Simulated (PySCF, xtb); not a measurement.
CdCl, SMILES [Cl][Cd+], charge +1.

GFN2-xTB in xtb 6.7.1 at its own geometry gives an orbital gap of 2.15 eV.

The structure is a stationary point at B3LYP-D3(BJ)/def2-TZVPD. The spin state was assumed, not searched. The def2 effective core potentials stand for the cores of Cd; spin–orbit coupling is left out.

Problem. What does PySCF with M06-2X/def2-TZVPD give? (An estimate is asked for; the answer gives what the named calculation found.)

Solution. gap 5.61 eV (levels -15.63 and -10.02 eV).
